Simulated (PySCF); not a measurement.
silylphosphine (H₅PSi), SMILES [SiH3]P. Atoms are numbered in the order given.

```xyz
7

Si    -1.0967    -0.0069     0.0000
P      1.1674     0.1185     0.0000
H     -1.5925     0.6959     1.2062
H     -1.5925     0.6959    -1.2062
H     -1.6210    -1.3928     0.0000
H      1.3238    -0.8394     1.0358
H      1.3238    -0.8394    -1.0358
```
Charge 0, spin multiplicity 1.

Geometry: B3LYP-D3(BJ)/def2-TZVP.

Two levels are set side by side: PBE/pcJ-1 (PySCF) and B3LYP/pcJ-1 (PySCF). One-bond couplings, all four terms, same geometry. Isotopes: 1H, 29Si, 31P. Differences are taken from unrounded values.

```csv
quantity,B3LYP
"¹J(Si1,P2) (Hz)",53.7
"¹J(Si1,H3) (Hz)",-216.8
"¹J(Si1,H4) (Hz)",-216.8
"¹J(Si1,H5) (Hz)",-219.2
"¹J(P2,H6) (Hz)",167.2
"¹J(P2,H7) (Hz)",167.2
```

Problem. What does PBE give, and how far is it from B3LYP? (Estimate from the structure and the level; the computed values follow.)

Solution. 
```csv
quantity,PBE,PBE minus B3LYP
"¹J(Si1,P2) (Hz)",76.8,23.1
"¹J(Si1,H3) (Hz)",-195.7,21.2
"¹J(Si1,H4) (Hz)",-195.7,21.2
"¹J(Si1,H5) (Hz)",-196.2,23.1
"¹J(P2,H6) (Hz)",129.5,-37.7
"¹J(P2,H7) (Hz)",129.5,-37.7
```

Rough cost on one machine, each run with all the roots and properties that it gave: B3LYP against PBE within a factor of 2.
